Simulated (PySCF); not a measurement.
**Löwdin shares of the frontier orbitals**

Species: GeBrH3.
Z-matrix (Å and degrees, PBE0-D3(BJ)/def2-SVP geometry), rows numbered from 1:
```
Ge
Br  1  2.3125
H   1  1.5344  2  107.42
H   1  1.5345  2  107.46  3  -120.00
H   1  1.5344  2  107.42  3   119.98
```

The calculation used TDDFT CAM-B3LYP/def2-SVPD, vertical, gas phase, core orbitals frozen in the response (PySCF). The CAM-B3LYP/def2-SVPD calculation is non-relativistic and has no spin–orbit coupling, an omission that weighs most on bromine and germanium.

Frontier orbitals with the atoms that hold most of them (Löwdin shares over 4%, at most four atoms; ? is withheld):

```json
{"orbital": "LUMO+2", "ε (eV)": "1.84", "atoms": "Ge1 55%, H4 14%, Br2 13%, H5 10%"}
{"orbital": "LUMO+1", "ε (eV)": "0.77", "atoms": "Ge1 54%, Br2 19%, H5 9%, H4 9%"}
{"orbital": "LUMO", "ε (eV)": "-0.02", "atoms": "?"}
{"orbital": "HOMO", "ε (eV)": "-9.58", "atoms": "Br2 82%, Ge1 11%"}
{"orbital": "HOMO-1", "ε (eV)": "-9.58", "atoms": "Br2 82%, Ge1 11%, H4 5%"}
{"orbital": "HOMO-2", "ε (eV)": "-11.45", "atoms": "Br2 64%, Ge1 24%"}
{"orbital": "HOMO-3", "ε (eV)": "-11.97", "atoms": "Ge1 41%, H3 28%, Br2 13%, H4 10%"}
```

Question: Give the leading atoms of the LUMO.

Answer: Ge1 (bonded to Br and 3 H) 37%; Br2 (bonded to Ge) 34%; H4 (bonded to Ge) 10%; H3 (bonded to Ge) 10%. By element: germanium 37%, bromine 34%, hydrogen 19% or more.

Within 0.005 eV of a neighbour in this list lie HOMO-1/HOMO (point group found: C3v); within a degenerate set the shares of single atoms can hang on how the components are chosen.

Question: How does S1 compare with the orbital gap of 9.57 eV?

Answer: S1 is at 6.08 eV (f = 0.016), 3.48 eV below the gap, made of HOMO-1/HOMO→LUMO (≥92%). S1/S2 lie within about 0.01 eV of each other. Without the coupling terms of the response equations the lowest excitation would equal the gap.

Next come S2 at 6.08 eV (f 0.016), HOMO-1/HOMO→LUMO (≥92%); S3 at 7.41 eV (f 0.0033), HOMO-1/HOMO→LUMO+1 (≥94%); S4 at 7.41 eV (f 0.0033), HOMO-1/HOMO→LUMO+1 (≥94%); S5 at 8.15 eV (f 0.0000), HOMO-1/HOMO→LUMO+2 (≥46%), HOMO-1/HOMO→LUMO+3 (≥46%).

Orbitals of the list HOMO-3 to LUMO+2 that lie within 0.01 eV of each other are written together with a slash and their weights summed (≥ marks a lower bound); for degenerate orbitals outside that list single weights are arbitrary.

Time: 6.9 s. Hardware: x86-64 server, one thread, shared host.
